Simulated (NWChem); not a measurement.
BaH$_{2}$S$_{2}$; SMILES [SH][Ba][SH]

```xyz
5

Ba     0.0000     0.0000     0.5355
S      2.4747     0.0000    -0.9472
H      3.2552     0.0000     0.1606
S     -2.4747     0.0000    -0.9472
H     -3.2552     0.0000     0.1606
```
Atoms are numbered in this order, from 1.

Structure relaxed at the PBE0/def2-SVP level. No frequency run checked for a minimum. def2 effective core potentials on Ba; no spin-orbit coupling.

Symmetry labels are those of C2v in the frame above (b1 and b2, or b-type labels, depend on it).

Task: List the 4 lowest vertical singlet excitations from B3LYP/def2-SVPD with def2 effective core potentials on Ba, TDA (NWChem).

Result: 
```
state  energy (eV)  oscillator strength  symmetry  leading excitation (squared amplitude)
-----  -----------  -------------------  --------  --------------------------------------
S1            2.98                0.021        b2                      HOMO → LUMO (0.99)
S2            3.07                0.000        a2                    HOMO−1 → LUMO (0.99)
S3            3.15                0.012        b1                    HOMO−2 → LUMO (0.98)
S4            3.54                0.023        a1                    HOMO−3 → LUMO (0.98)
```
